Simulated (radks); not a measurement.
Spherical quantum dot in the effective-mass picture: electrons in a parabolic well V = omega^2 r^2 / 2 with omega = 2.11, all in effective atomic units (hartree* = m*/eps^2 hartree, bohr* = eps/m* bohr), one dielectric constant everywhere. Method: non-relativistic Kohn-Sham, exchange-only LDA, spin-polarised, spherical densities; computed with a radial shooting solver with Libxc functionals. Levels are named by radial order and angular momentum (1s, 1p, 1d, 2s, ...), and open shells are averaged over m.

N = 7, configuration 1s2 1p(up 3, down 2). This is the lowest configuration that the search found. Occupied and some empty levels:

level,occupation,eigenvalue (hartree*),<r> (bohr*)
1s up,1,8.6977,0.9106
1s down,1,8.7627,0.9098
1p up,3,10.247,1.168
1p down,2,10.314,1.169
1d up,0,11.918,1.364
1d down,0,11.980,1.367
2s up,0,12.128,1.241
2s down,0,12.175,1.243
1f up,0,13.679,1.529
1f down,0,13.733,1.532

Energy (hartree*): total 50.0345, kinetic 12.817, external 20.951, Hartree 20.062, exchange-correlation -3.7951.
